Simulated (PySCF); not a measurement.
# Correlation energy of Ag⁻ (silver, charge -1)

[Kr] 4d10 5s2, closed-shell 1S. All numbers are calculated (PySCF 2.14, scalar relativity by spin-free X2C-1e, in x2c-TZVPPall with one added diffuse shell each of s, p, d, f type (9s7p7d3f1g, 95 functions)). Frozen: [Ar] 3d10; 20 electrons correlated.

```tsv
level	correlation energy (mhartree)
CCSD	-679.97
(T)	-25.37
CCSD(T)	-705.34
```

Diagnostics: T1 = 0.038, D1 = 0.1589, largest double amplitude 0.088.

T1 exceeds 0.03, a sign that the reference determinant is poor.

Cost of the coupled-cluster step: about 17 core-seconds, for 20 correlated electrons.

Iterations:

```
CC2 = 0
CCSD nocc = 10, nmo = 81
frozen orbitals [0, 1, 2, 3, 4, 5, 6, 7, 8, 9, 10, 11, 12, 13]
max_cycle = 100
direct = 0
conv_tol = 1e-08
conv_tol_normt = 1e-06
diis_space = 8
diis_start_cycle = 0
Init t2, MP2 energy = -5313.53394614645  E_corr(MP2) -0.718279899954342
Init E_corr(CCSD) = -0.718279899990954
cycle = 1  E_corr(CCSD) = -0.652160171851118  dE = 0.0661197281  norm(t1,t2) = 0.116572
cycle = 2  E_corr(CCSD) = -0.68121040487387  dE = -0.029050233  norm(t1,t2) = 0.037729
cycle = 3  E_corr(CCSD) = -0.677587449827759  dE = 0.00362295505  norm(t1,t2) = 0.0282364
cycle = 4  E_corr(CCSD) = -0.67932036152142  dE = -0.00173291169  norm(t1,t2) = 0.0153255
cycle = 5  E_corr(CCSD) = -0.680161900815339  dE = -0.000841539294  norm(t1,t2) = 0.00336623
cycle = 6  E_corr(CCSD) = -0.680041955694229  dE = 0.000119945121  norm(t1,t2) = 0.001358
cycle = 7  E_corr(CCSD) = -0.67997595089658  dE = 6.60047976e-05  norm(t1,t2) = 0.00048197
cycle = 8  E_corr(CCSD) = -0.679963224751215  dE = 1.27261454e-05  norm(t1,t2) = 8.41169e-05
cycle = 9  E_corr(CCSD) = -0.679969157213152  dE = -5.93246194e-06  norm(t1,t2) = 3.9406e-05
cycle = 10  E_corr(CCSD) = -0.679971788209609  dE = -2.63099646e-06  norm(t1,t2) = 1.51005e-05
cycle = 11  E_corr(CCSD) = -0.679970280320092  dE = 1.50788952e-06  norm(t1,t2) = 5.92298e-06
cycle = 12  E_corr(CCSD) = -0.679970403309262  dE = -1.22989169e-07  norm(t1,t2) = 2.48795e-06
cycle = 13  E_corr(CCSD) = -0.679970511963997  dE = -1.08654736e-07  norm(t1,t2) = 8.15649e-07
cycle = 14  E_corr(CCSD) = -0.679970485465099  dE = 2.64988989e-08  norm(t1,t2) = 2.0828e-07
cycle = 15  E_corr(CCSD) = -0.679970486412109  dE = -9.47010581e-10  norm(t1,t2) = 6.42512e-08
CCSD converged
E(CCSD) = -5313.495636732906  E_corr = -0.6799704864121091
CCSD(T) correction = -0.0253686182060629
```

This basis was not built for core-valence correlation, so the inner-shell part is incomplete.
